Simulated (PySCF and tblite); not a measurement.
C₅H₆O₂, numbered as in [CH3:1][O:2][c:3]1[cH:4][cH:5][cH:6][o:7]1. The ensemble was built from 90 distance-geometry starts (ETKDG and KDG, MMFF94s, GFN2-xTB) and rests on PBE0-D3(BJ)/def2-SVP geometries. Free energies are B3LYP-D3(BJ)/def2-TZVP (IEF-PCM, chloroform) single points with GFN2-xTB rigid-rotor and vibrational terms (modes under about 100 cm⁻¹ blended into free rotors). Symmetry numbers and mirror images are counted. Conformers within 3 kcal/mol (GFN2-xTB free energy) were kept, 8 at most. GIAO shieldings: WP04/pcSseg-1 (IEF-PCM, chloroform). Couplings: B3LYP/pcJ-1 (gas phase; spin-dipole term only for pairs with B, N, F, Si or P). Shifts are against TMS (¹H), TMS (¹³C) at the same level. (PySCF 2.14, tblite 0.8.)

Torsions listed: C1–O2–C3–O7. Of a mirror pair one member is shown.

Two conformers hold nearly all the population. I: 180°; δ(C4) = 85.91 ppm. II: 25°; δ(C4) = 90.03 ppm. The average over the ensemble at 298.15 K is 86.49 ppm.

**Question.** What populations and free-energy difference follow from a two-state model?

**Answer.** p(I) = (86.49 − 90.03)/(85.91 − 90.03) = 0.86, so K = p(II)/p(I) = 0.16 and G(II) − G(I) = −RT ln K = 1.07 kcal/mol. One of the two counts twice, as a mirror pair, which this difference holds. The weights computed directly are 86.0 % and 14.0 %.

Thermal terms of a conformer that GFN2-xTB lacks, or places elsewhere, come from the nearest GFN2-xTB minimum; such a conformer stays in the set even outside the window.
